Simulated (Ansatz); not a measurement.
Born–Oppenheimer molecular dynamics of CH₄LiNSi (8 atoms, charge 0, multiplicity 1). It starts from a relaxed structure.

All numbers below come from RKS PBE0-D4/6-31G* (Ansatz 0.2.0).

| Item | Value |
| --- | --- |
| ensemble | NVE (velocity Verlet) |
| time step | 0.25 fs |
| steps asked | 300 |
| starting velocities drawn for | 500 K |
| masses | H 2.014 u |
| seed | 7811 |

First frame:

```xyz
8
Properties=species:S:1:pos:R:3
Li -1.328 2.293 0.249
N -0.244 1.191 -0.669
C -0.195 0.203 0.210
Si 0.988 -1.200 0.503
H 0.387 1.032 -1.451
H -0.893 0.355 1.072
H 1.274 -1.635 -0.919
H 0.011 -2.239 1.005
```

Problem. How far do the bonds stretch over the last three quarters of this one trajectory? (Pairs bonded in most of those frames.)

Solution. 
| bond | mean (Å) | spread (Å) | shortest | longest |
| --- | --- | --- | --- | --- |
| Li1–N2 | 1.802 | 0.036 | 1.74 | 1.86 |
| Li1–C3 | 2.404 | 0.067 | 2.30 | 2.59 |
| N2–C3 | 1.333 | 0.032 | 1.27 | 1.39 |
| N2–H5 | 1.022 | 0.027 | 0.98 | 1.06 |
| C3–Si4 | 1.852 | 0.060 | 1.75 | 1.97 |
| C3–H6 | 1.115 | 0.011 | 1.10 | 1.14 |
| Si4–H7 | 1.517 | 0.029 | 1.47 | 1.57 |
| Si4–H8 | 1.509 | 0.009 | 1.49 | 1.52 |

Mean temperature of the second half: 248 K. The conserved energy stayed within 0.026 meV per atom of its start (net change 0.023 meV per atom), so the integration is sound. The temperature averaged 0.50 of the 500 K drawn at the start: a run that starts near a minimum puts about half its kinetic energy into the potential. A run of 0.075 ps of so small a system gives no equilibrium averages.

Run time: 26 min on 1 thread of Intel(R) Xeon(R) Processor @ 2.50GHz (Skylake/Cascade Lake), on a shared host, peak memory 0.13 GiB.
